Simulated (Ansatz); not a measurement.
Isolated molecules relaxed with PBE0-D4/def2-TZVP in Ansatz; ΔE leaves out vibrations. CCSD(T)/CBS adds triple-zeta CCSD(T) − MP2 to the extrapolated MP2 energy (def2 sets, frozen cores). This one scheme is used for every species, atoms too. For atomizations the MP2-based limit and the directly extrapolated one differ by several kJ/mol either way, and by 10 to 25 for some Ge, Se and Sn compounds, so smaller differences from it don't rank the levels. Functionals use def2-TZVPP. B3LYP here is the variant with VWN-RPA as its local correlation; programs differ in this. HSE06 is defined as in plane-wave codes. No spin–orbit coupling; open shells (•) take unrestricted orbitals. Spin–orbit coupling would lower the free atoms: a little for C, Cl; clearly for Ga. For Ga outer-core shells are correlated without core-valence functions, so the limit isn't a true one: a few kJ/mol of doubt a bond, and 10 to 20 or more in all where bonds break to atoms. Scalar relativity is left out up to krypton. One conformer a species, not always the lowest.

Consider the atomization: `[CH3][Ga-]([PH3+])([Cl])[Cl]` → C• + 2 Cl• + Ga• + 6 H• + P•.

`[CH3][Ga-]([PH3+])([Cl])[Cl]`:

```xyz
11

C     0.909    0.525   -1.677
Ga   -0.225    0.903   -0.130
P    -0.472   -1.151    1.332
Cl    0.548    2.124    1.507
Cl   -2.381    1.129   -0.393
H     0.466   -0.256   -2.297
H     1.905    0.215   -1.358
H     1.005    1.430   -2.280
H    -1.102   -2.322    0.864
H    -1.287   -0.870    2.443
H     0.635   -1.727    1.988
```

(1) What is ΔE at CCSD(T)/CBS? (An estimate is asked.)

(2) What do these levels give: PBE0-D4, B3LYP-D4, BHLYP-D4, ωB97X-V, HSE06, HF/def2-SVP, MP2/def2-SVP, HF/def2-TZVPP, MP2/def2-TZVPP, SCS-MP2/def2-TZVPP, SCS-MP2/def2-QZVPP, HF/CBS(def2)? (Best estimate.)

Largest T1 diagnostic among the species: 0.013.

## Answers

(1) Ansatz gave: +3384.3 kJ/mol.

(2) The calculation gave: PBE0-D4 3370.1, B3LYP-D4 3358.0, BHLYP-D4 3311.9, ωB97X-V 3405.5, HSE06 3344.5, HF/def2-SVP 2513.7, MP2/def2-SVP 3173.3, HF/def2-TZVPP 2513.6, MP2/def2-TZVPP 3328.1, SCS-MP2/def2-TZVPP 3321.5, SCS-MP2/def2-QZVPP 3375.2, HF/CBS(def2) 2514.8 kJ/mol.

At CCSD(T), def2-SVP lies −221.6 kJ/mol from the extrapolated value and def2-TZVPP −80.0 kJ/mol: correlation converges slowly with the basis, and small sets miss more of it in the bonded molecule than in its fragments. The D4 term adds +53.5 kJ/mol with B3LYP and +28.7 kJ/mol with PBE0; it sums over pairs of atoms, weighted by their polarisabilities, and B3LYP, whose exchange is more repulsive, gets the larger term.
